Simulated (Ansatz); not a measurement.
trans-[TiF2(H2O)4]+ (TiO₄F₂H₈⁺), 15 atoms. Hardware: 4 threads of Intel Xeon 6975P-C on a shared host.

Correlated methods freeze 11 core orbitals; core or outer-core shells of Ti are correlated, in sets that lack core-valence functions.

Task: How many basis functions does each of these Ansatz runs have, and roughly what does it cost? B2PLYP/def2-TZVP, charge 1 doublet, energy, from earlier orbitals; LC-ωPBE/def2-TZVP, charge 1 doublet, energy, from earlier orbitals; PBE0-D4/def2-SVP, charge 1 doublet, energy, from earlier orbitals; HF/STO-3G, charge 1 doublet, energy; B3LYP-D4/def2-SVP, charge 1 doublet, relaxation, 5 steps; PBE-D4/def2-TZVP, charge 1 doublet, energy and forces, from earlier orbitals; MP2/def2-TZVP, charge 1 doublet, energy, from earlier orbitals; PBE-D4/def2-SVP, charge 1 doublet, energy with a search over starts; PBE0-D4/def2-TZVP, charge 1 doublet, energy, from earlier orbitals; PBE-D4/def2-SVP, charge 1 doublet, energy, from earlier orbitals; r2SCAN-D4/def2-TZVP, charge 1 doublet, energy, from earlier orbitals; RPA@PBE/def2-TZVP, charge 1 doublet, energy, from earlier orbitals.

Result: Other jobs shared the machine, so times can vary by a factor of up to 3. A dash marks memory too small to be measured apart from the calling script's.

| run | functions | fitting or Cholesky vectors | wall time | peak host memory (GiB) |
| --- | --- | --- | --- | --- |
| HF/STO-3G, charge 1 doublet, energy | 56 | 791 | 0.5 s | – |
| PBE-D4/def2-SVP, charge 1 doublet, energy, from earlier orbitals | 155 | 1712 | 2.1 s | – |
| PBE0-D4/def2-SVP, charge 1 doublet, energy, from earlier orbitals | 155 | 1530 | 3.2 s | 0.61 |
| PBE-D4/def2-TZVP, charge 1 doublet, energy and forces, from earlier orbitals | 279 | 1681 | 4.4 s | – |
| PBE-D4/def2-SVP, charge 1 doublet, energy with a search over starts | 155 | 1712 | 5 s | – |
| r2SCAN-D4/def2-TZVP, charge 1 doublet, energy, from earlier orbitals | 279 | 1681 | 7.5 s | 0.62 |
| MP2/def2-TZVP, charge 1 doublet, energy, from earlier orbitals | 279 | 2032 | 8 s | 1.1 |
| PBE0-D4/def2-TZVP, charge 1 doublet, energy, from earlier orbitals | 279 | 1734 | 10 s | 1.2 |
| LC-ωPBE/def2-TZVP, charge 1 doublet, energy, from earlier orbitals | 279 | 1681 | 11 s | 1.5 |
| RPA@PBE/def2-TZVP, charge 1 doublet, energy, from earlier orbitals | 279 | 2032 | 11 s | 1.1 |
| B2PLYP/def2-TZVP, charge 1 doublet, energy, from earlier orbitals | 279 | 2032 | 13 s | 1.1 |
| B3LYP-D4/def2-SVP, charge 1 doublet, relaxation, 5 steps | 155 | 1674 | 18 s | 0.56 |
